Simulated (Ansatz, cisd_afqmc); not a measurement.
System: AlCl, charge 1, doublet. AlCl+ (parent SMILES [Al][Cl], doublet).
B3LYP-D3(BJ)/def2-TZVP minimum from Ansatz (a first-principles code):
```xyz
2

Al     0.0000     0.0000    -1.1542
Cl     0.0000     0.0000     0.8826
```
Charge +1, spin multiplicity 2.

Total energies in cc-pV(D+d)Z, 9 correlated electrons, 10 frozen orbitals. UHF or UKS for unpaired electrons; spin-orbit terms are left out. Cores are frozen in correlated methods. No relativity. AFQMC is phaseless with a CISD trial state; ± is one standard error, without the phaseless bias. Outlying blocks are dropped, and bars are widened where a walk drifts. Over all cases where full CI ran beside it in this data, AFQMC minus full CI had a median of +0.1 mEh and passed +0.4 mEh in a tenth of the cases. The spin of AlCl+ (parent SMILES [Al][Cl], doublet) was assumed, and the state is the lowest solution found for it.

| method | program | energy (Eh) | minus CCSDTQ (mEh) |
|---|---|---|---|
| HF | Ansatz | -701.18489 | 183.02 |
| MP2 | Ansatz | -701.34497 | 22.94 |
| CCSD | Ansatz | -701.36145 | 6.46 |
| CCSD(T) | Ansatz | -701.36679 | 1.12 |
| CCSDT(Q) | Ansatz | -701.36795 | -0.04 |
| CCSDTQ | Ansatz | -701.36791 | 0.00 |
| AFQMC/CISD | cisd_afqmc | -701.3678 ± 0.0002 | 0.2 ± 0.2 |

Rough core times of Ansatz's runs on a shared machine: CCSD(T) under 20 s, CCSDT(Q) 30 s, CCSDTQ 20 min.
